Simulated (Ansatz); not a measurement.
Abridged output of a molecular run in Ansatz:

```
Functional definition: HF
1062 factors; integrals over basis functions are off by at most 9.8e-4 eV
mean field evaluation 1: about -39264.3259 eV, gradient 6.2e1 eV
mean field evaluation 2: about -39264.4215 eV, gradient 6.2e1 eV
mean field evaluation 4: about -39272.8960 eV, gradient 5.6e0 eV
mean field evaluation 8: about -39273.0130 eV, gradient 7.6e-1 eV
mean field evaluation 16: about -39273.0182 eV, gradient 1.7e-6 eV
mean field -39273.01824980 eV, -1443.2568004724 hartree, gradient 1.7e-6 eV, S^2 0.000000; 0 other end points of the search recorded, 0 dependent functions left out
12 core orbitals not correlated: weight in the atoms' cores, before any rotation towards them, 1.000 or more for the frozen orbitals, at most 0.000 for the correlated occupied ones
reference -39273.01824980 eV, -1443.2568004724 hartree; 25, 25 occupied and 62, 62 virtual orbitals, 1062 factors
second order -27.28414936 eV of doubles, -0.00000000 eV of singles
cycle   1  -25.67373591 eV  change     1.6e0 eV  update   2.8e-1
cycle   2  -26.89153518 eV  change    -1.2e0 eV  update   2.1e-1
cycle   3  -27.05243258 eV  change   -1.6e-1 eV  update   5.1e-2
cycle   4  -27.06907431 eV  change   -1.7e-2 eV  update   1.8e-2
cycle   5  -27.05657776 eV  change    1.2e-2 eV  update   6.2e-3
cycle   6  -27.04865012 eV  change    7.9e-3 eV  update   2.8e-3
cycle   7  -27.05058312 eV  change   -1.9e-3 eV  update   1.5e-3
cycle   8  -27.05115848 eV  change   -5.8e-4 eV  update   6.4e-4
cycle   9  -27.05115261 eV  change    5.9e-6 eV  update   3.0e-4
cycle  10  -27.05141591 eV  change   -2.6e-4 eV  update   1.4e-4
cycle  11  -27.05134847 eV  change    6.7e-5 eV  update   7.6e-5
cycle  12  -27.05126233 eV  change    8.6e-5 eV  update   3.1e-5
cycle  13  -27.05130954 eV  change   -4.7e-5 eV  update   1.4e-5
perturbative correction -1.08864589 eV, -0.0400069984 hartree
Total energy: -39301.15820524 eV, -1444.2909247606 hartree
```

Its atoms:

```xyz
5

F     0.995   -1.490   -0.136
Ti    0.048   -0.035   -0.152
F     1.006    1.274   -0.772
F    -1.347   -0.261   -1.160
I    -0.702    0.513    2.220
```

Problem. Which basis set was used?
A. def2-TZVPPD
B. def2-TZVPP
C. def2-SVPD
D. def2-SVP

Solution. D. It gives 99 functions.

Problem. Write the keys of the input that set method, charge and spin (a neutral closed shell needs none for the last two).

Solution. 
```yaml
correlation: {method: ccsd_t}
```
